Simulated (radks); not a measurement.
Problem. O II, 7 electrons, occupied as [He] 2s2 2p3. All-electron calculation, scalar-relativistic Kohn-Sham, r2SCAN, spin-polarised, spherical densities, finite nucleus; open shells are filled with parallel spins first; meta-GGA in the generalised Kohn-Sham scheme; Fermi nuclear charge, rms radius 2.6991 fm. Program: a radial shooting solver on a logarithmic mesh with Libxc functionals. Some entries of the table are withheld. Estimate them.

orbital  occ.  eigenvalue (eV)  r(max) (bohr)  <r> (bohr)
1s up       1        -539.1016            (1)      0.1997
1s down     1        -536.2810            (2)      0.1984
2s up       1         -43.5710         0.8461       1.067
2s down     1         -35.7331         0.8735       1.122
2p up       3              (3)         0.7745       1.077
2p down     0              (4)         0.8327       1.184

Solution. 
(1) 1s up r(max) (bohr): 0.1293
(2) 1s down r(max) (bohr): 0.1290
(3) 2p up eigenvalue (eV): -27.2926
(4) 2p down eigenvalue (eV): -19.4166
